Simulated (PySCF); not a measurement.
C6H6Cl4Si2, SMILES Cl[SiH](Cl)c1ccc(cc1)[SiH](Cl)Cl (GFN2-xTB optimised geometry):

```
18

Si    -1.791    -3.782    -5.289
Cl    -2.938    -2.492    -6.337
Cl    -2.928    -5.332    -4.674
C     -1.083    -2.893    -3.778
C     -1.928    -2.322    -2.826
C     -1.419    -1.671    -1.720
C     -0.044    -1.562    -1.519
C      0.799    -2.133    -2.469
C      0.290    -2.784    -3.576
Si     0.643    -0.670     0.000
Cl    -0.016    -1.598     1.667
Cl    -0.016     1.239     0.000
H     -0.730    -4.283    -6.152
H     -2.999    -2.390    -2.955
H     -2.099    -1.239    -1.000
H      1.869    -2.064    -2.339
H      0.969    -3.217    -4.296
H      2.099    -0.670     0.000
```

Calculation: CAM-B3LYP/def2-SVP (PySCF).

Question: What are the frontier orbital energies and the dipole moment?

Answer: HOMO-2 -9.96 eV, HOMO-1 -9.06 eV, HOMO -9.04 eV, LUMO -0.38 eV, LUMO+1 0.53 eV; dipole moment 1.71 D.

Meta-Löwdin charges at CAM-B3LYP/def2-SVP: Si1 0.83, Cl2 -0.26, Cl3 -0.26, C4 -0.23, C5 -0.08, C6 -0.08, C7 -0.23, C8 -0.09, C9 -0.09, Si10 0.83, Cl11 -0.26, Cl12 -0.26, H13 -0.11, H14 0.10, H15 0.10, H16 0.10, H17 0.10, H18 -0.11.
